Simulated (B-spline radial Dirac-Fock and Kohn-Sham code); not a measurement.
## 2p3/2 emission of Pd⁴⁺

System: palladium as Pd⁴⁺ in the configuration [Kr] 4d4 5s2 (an excited configuration).

Level of theory: a relativistic independent-particle model: LDA orbitals of the hole state, radiative multipoles to third order, Auger rates from the Coulomb interaction with a continuum orbital, Dirac-Fock energies; a B-spline atomic structure program.

```
line  multipole  energy (eV)  rate (s⁻¹)  share (%)
  Lℓ         E1       2502.7    5.12e+12       3.17
 Lα2         E1       2836.2    1.49e+13       9.24
 Lα1         E1       2841.6    1.32e+14       82.0
 Lβ6         E1       3089.7    1.06e+12      0.659
Lβ15         E1       3188.0    7.69e+11      0.476
 Lβ2         E1       3188.7    6.88e+12       4.26
 Lβ7         E1       3213.6    2.28e+11      0.141
```

The listed lines hold 100.0 % of the radiative rate. The radiative width is 0.106 eV in the length form and 0.108 eV in the velocity form; the two differ because the transition energies are not eigenvalue differences of the potential that gave the orbitals.

Values without a named source are computed, but for edge energies of neutral atoms, which are taken from tables.
